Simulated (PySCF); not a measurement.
**Telling isomers of C$_{7}$H$_{6}$ClF apart by NMR**

[PySCF: shieldings: GIAO PBE0/pcSseg-1; GFN2-xTB geometry; rapidly exchanging positions averaged; one conformer; non-relativistic; in vacuum]

δ = σ(ref) − σ, references computed at the same level: 1H (σref 31.72), 13C (σref 186.93) against TMS. Splittings of carbon signals by F and P are missing where no couplings were computed. Where no couplings were computed, multiplicities follow the n + 1 count of equivalent neighbours, and m marks all less simple cases (inequivalent or close neighbours, rings, F or P nearby). Shifts are as computed. Against solution values, carbons near 30 ppm lie about +3 ppm off and those near 130 ppm about +5 ppm; carbons on Cl a further +6 ppm. Of 1211 compounds with measured shifts, 218 miss one by over three times the rms of a fit or turn the order of signals round; such compounds aren't used in these exercises. Carbons bonded to Cl come out too deshielded.

(1) Tabulate the signals of `FC1=CC=CC=C(Cl)C1`, `Cc1ccc(F)cc1Cl` and their relative energies.

(2) What is the quickest way to tell FC1=CC=CC=C(Cl)C1 from Cc1ccc(F)cc1Cl?

## Answers

(1) 
```tsv
SMILES	carbon types	δC	δH	E rel. (kcal/mol)
FC1=CC=CC=C(Cl)C1	2×C 4×CH 1×CH2	156.5, 132.1, 131.7, 131.5, 127.8, 111.1, 43.5	6.76 (m, 1H), 6.71 (m, 1H), 6.70 (m, 1H), 6.29 (m, 1H), 2.87 (m, 2H)	31.5
Cc1ccc(F)cc1Cl	3×C 3×CH 1×CH3	171.2, 146.4, 137.6, 136.2, 122.9, 119.5, 23.1	7.49 (m, 1H), 7.39 (m, 1H), 7.13 (m, 1H), 2.43 (s, 3H)	0.0
```

Energies are electronic energies at PBE0/pcSseg-1 on these geometries, without zero-point or thermal terms, each for the one conformer computed, which needn't be the lowest.

(2) Both give the same number of carbon signals, but DEPT or the intensities differ. The first has an allylic sp3 CH2 at 43.5 ppm, the second a methyl carbon on an aromatic ring (CH3) at 23.1 ppm. Their most deshielded carbons lie at 156.5 and 171.2 ppm. In the proton spectra the most deshielded non-exchanging signals are 6.76 (m, 1H) and 7.49 (m, 1H).
